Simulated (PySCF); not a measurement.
# Electron correlation in I (iodine, neutral)

[Kr] 4d10 5s2 5p5, 2P determinant. All numbers are calculated (PySCF 2.14, scalar relativity by spin-free X2C-1e, in ANO-RCC-VTZP (7s6p4d2f1g, 68 functions)). Frozen: [Ar] 3d10; 25 electrons correlated.

| level | correlation energy (mhartree) |
| --- | --- |
| CCSD | -693.63 |
| (T) | -14.99 |
| CCSD(T) | -708.62 |

Diagnostics: T1 = 0.0062, D1 = 0.0320, largest double amplitude 0.044.

Is a single reference adequate?

Yes, within this model without spin-orbit coupling: T1 lies below 0.03 and no double amplitude reaches 0.07.
